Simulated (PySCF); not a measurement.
Correlation energy of In⁺ (indium, charge +1)

[Kr] 4d10 5s2, closed-shell 1S. Computed with PySCF 2.14 in cc-pVTZ-PP with ECP28MDF (5s4p3d1f, 39 functions), with scalar relativity through the core potential. Frozen: 4s2 4p6 4d10; 2 electrons correlated.

Total MP2 correlation energy: -23.26 mhartree.

Same-spin part 0.00 and opposite-spin part -23.26 mhartree; SCS-MP2 scales them by 1/3 and 6/5 to -27.91 mhartree.

With two correlated electrons CCSD is exact within the correlated space (frozen core and kept virtual orbitals).

```csv
level,correlation energy (mhartree)
CCSD,-32.69
```

Diagnostics: T1 = 0.0062, D1 = 0.0088, largest double amplitude 0.096.

Cost of the coupled-cluster step: 0.13 s of wall time on 1 thread of Neoverse-N1 (shared host), for 2 correlated electrons.

Iterations:

```
CC2 = 0
CCSD nocc = 1, nmo = 30
frozen orbitals [0, 1, 2, 3, 4, 5, 6, 7, 8]
max_cycle = 100
direct = 0
conv_tol = 1e-08
conv_tol_normt = 1e-06
diis_space = 8
diis_start_cycle = 0
Init t2, MP2 energy = -189.042010858084  E_corr(MP2) -0.0232600339442533
Init E_corr(CCSD) = -0.0232600339570347
cycle = 1  E_corr(CCSD) = -0.0289577300937884  dE = -0.00569769614  norm(t1,t2) = 0.042104
cycle = 2  E_corr(CCSD) = -0.0310707534239153  dE = -0.00211302333  norm(t1,t2) = 0.0184745
cycle = 3  E_corr(CCSD) = -0.0327107318429911  dE = -0.00163997842  norm(t1,t2) = 0.00838016
cycle = 4  E_corr(CCSD) = -0.0326895796984276  dE = 2.11521446e-05  norm(t1,t2) = 0.000312951
cycle = 5  E_corr(CCSD) = -0.0326930606234813  dE = -3.48092505e-06  norm(t1,t2) = 3.03534e-05
cycle = 6  E_corr(CCSD) = -0.032691413818269  dE = 1.64680521e-06  norm(t1,t2) = 7.12464e-06
cycle = 7  E_corr(CCSD) = -0.0326917366333334  dE = -3.22815064e-07  norm(t1,t2) = 1.53957e-06
cycle = 8  E_corr(CCSD) = -0.0326916903865668  dE = 4.62467666e-08  norm(t1,t2) = 2.40496e-07
cycle = 9  E_corr(CCSD) = -0.0326916893216182  dE = 1.06494858e-09  norm(t1,t2) = 1.30086e-08
CCSD converged
E(CCSD) = -189.0514425134618  E_corr = -0.03269168932161817
```
